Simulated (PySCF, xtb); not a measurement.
PbHBr, SMILES [Br][PbH] (connectivity only; charge and spin as stated), neutral, multiplicity 1.

GFN2-xTB in xtb at its own geometry gives an orbital gap of 2.50 eV and a dipole moment of 7.60 D.

The structure is a stationary point at PBE0-D3(BJ)/def2-TZVP. The def2 effective core potentials stand for the cores of Pb; spin–orbit coupling is left out.

Problem. What does PySCF with B3LYP/def2-TZVPD give? (The exact figures need the calculation; the answer reports its results.)

Solution. gap 3.52 eV (levels -6.86 and -3.34 eV), dipole 3.65 D.
